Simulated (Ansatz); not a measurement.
Frontier orbitals of `CC1=CB1`.

Charge 0, multiplicity 1. The structure was optimised at the PBE0-D4/def2-TZVP level. Basis def2-TZVPP, the Gaussian-basis code of Ansatz.

Orbital energies of one run (eV). Highest occupied ones, from the top: -10.45, -11.38, -11.60, -14.59, -15.06, -15.46, -16.56, -18.27, -23.64, -26.51, -182.50, -275.13, -275.23, -275.51. Empty: 2.54, 2.61, 3.12, 3.89, 4.24, 4.65.

Which functional gave them?
A. r2SCAN
B. CAM-B3LYP
C. LC-ωPBE
D. BHLYP

C. HOMO energies: LC-ωPBE -10.45, r2SCAN -6.62, BHLYP -8.93, CAM-B3LYP -9.09 eV.

LC-ωPBE has ω = 0.4 bohr⁻¹.
